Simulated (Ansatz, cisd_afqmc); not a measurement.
Species: Cl, charge 0, doublet.

Total energies in def2-TZVPP, 7 correlated electrons, 5 frozen orbitals. UHF or UKS for unpaired electrons; spin-orbit terms are left out. Correlated methods leave the cores frozen. No relativity. The Monte Carlo rows (phaseless AFQMC, CISD trial, step 0.005/hartree) carry one-sigma bars that omit the constraint's bias. Outlying blocks are dropped, and bars are widened where a walk drifts. Over all cases where full CI ran beside it in this data, AFQMC minus full CI had a median of +0.1 mEh and passed +0.4 mEh in a tenth of the cases.

```
method         program         energy (Eh)  minus CCSDTQ (mEh)
----------  ----------  ------------------  ------------------
HF              Ansatz          -459.47685              188.64
MP2             Ansatz          -459.63530               30.18
CCSD            Ansatz          -459.65888                6.61
CCSD(T)         Ansatz          -459.66464                0.84
CCSDT(Q)        Ansatz          -459.66548                0.01
CCSDTQ          Ansatz          -459.66549                0.00
AFQMC/CISD  cisd_afqmc  -459.6650 ± 0.0001           0.5 ± 0.1
```

Ansatz is a first-principles code.
